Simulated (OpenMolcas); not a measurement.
## W5+: moving the ligands

W5+ with 6 ligands (fluoride) in trigonal prismatic coordination (D3h) at 1.8 Å. A charge of +0.167 e stands 3.2 Å behind each ligand. Ligand basis ANO-RCC-VDZP.

| Quantity | Value |
| --- | --- |
| Program | OpenMolcas 26.06 |
| Method | CASSCF |
| Basis | ANO-RCC-VTZP [8s7p5d3f2g1h] |
| Scalar Hamiltonian | DKH2, point nucleus |
| Active space | 1 electron in 5 orbitals (5d) |
| State averaging | 2S+1 = 2 even, 5 roots |
| Spin-orbit coupling | state interaction with AMFI integrals over the reference wave functions |

Runs around this geometry, states (labels of D3, the rotations of D3h). Energies in cm-1 above the lowest state or level, χT in cm3 K/mol.

```csv
R (Å),Polar angle / regular,Ground state,First state of that spin,First gap with spin-orbit (degeneracies),χT at 300 K
1.8,1,2A1,2E 7328,"5278 (2, 2)",0.308
2.03,1,2A1,2E 3336,"1029 (2, 2)",0.254
1.93,1.05,2A1,2E 7171,"4932 (2, 2)",0.275
```

Taking the first state of the same spin as R^-n, n = -ln(3336 / 7328) / ln(2.03 / 1.8) = 6.5 between the shortest and longest distance.

With metal d orbitals alone the field can be off either way by tens of per cent. Ligand-to-metal charge-transfer states are missing. The least metal-like active orbital is 70 % on the metal (Löwdin) and no ligand orbital is active, so the numbers are rough (holds for R = 1.8, ratio = 1). The least metal-like active orbital is 75 % on the metal (Löwdin) and no ligand orbital is active, so the numbers are rough (holds for R = 2.03, ratio = 1). The least metal-like active orbital is 73 % on the metal (Löwdin) and no ligand orbital is active, so the numbers are rough (holds for R = 1.93, ratio = 1.05). No measured value stands beside these numbers; the geometry was imposed, not optimised, and the real ion may take another.
